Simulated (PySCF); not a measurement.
In(Br)2(Me) (CH3Br2In), SMILES [CH3][In]([Br])[Br].

The structure is a stationary point at B3LYP-D3(BJ)/def2-SVP. The structure was generated by enumeration; whether it is a known compound was not checked. The def2 effective core potentials stand for the cores of In; spin–orbit coupling is left out.

Level of theory: TDDFT-CAM-B3LYP/def2-SVPD (PySCF 2.14.0).

Vertical excitations. The molecule is in vacuum.

Computed excitation energies, oscillator strengths and character:
| state | energy (eV) | λ (nm) | f | main pairs |
|---|---|---|---|---|
| S1 | 5.07 | 245 | 0.033 | HOMO−1→LUMO 91 % |
| S2 | 5.15 | 241 | 0.000 | HOMO−2→LUMO 95 % |
| S3 | 5.20 | 238 | 0.095 | HOMO→LUMO 87 % |
| S4 | 5.34 | 232 | 0.000 | HOMO→LUMO+1 95 % |
| S5 | 5.45 | 228 | 0.000 | HOMO−1→LUMO+1 98 % |
| S6 | 5.51 | 225 | 0.033 | HOMO−3→LUMO 91 % |
| S7 | 5.76 | 215 | 0.010 | HOMO−2→LUMO+1 83 %, HOMO−5→LUMO 14 % |
| S8 | 6.11 | 203 | 0.004 | HOMO−3→LUMO+1 75 %, HOMO−4→LUMO 21 % |
| S9 | 6.36 | 195 | 0.003 | HOMO−4→LUMO+1 98 % |
| S10 | 6.55 | 189 | 0.000 | HOMO−5→LUMO+1 98 % |
| T1 | 4.46 | 278 | 0 | HOMO→LUMO 88 % |
| T2 | 4.67 | 266 | 0 | HOMO−1→LUMO 92 % |
| T3 | 4.84 | 256 | 0 | HOMO−2→LUMO 92 % |
| T4 | 5.11 | 243 | 0 | HOMO−3→LUMO 69 %, HOMO→LUMO+1 21 % |
Triplets are in the Tamm–Dancoff approximation, which puts them higher than full response would, so one can lie above its singlet here.
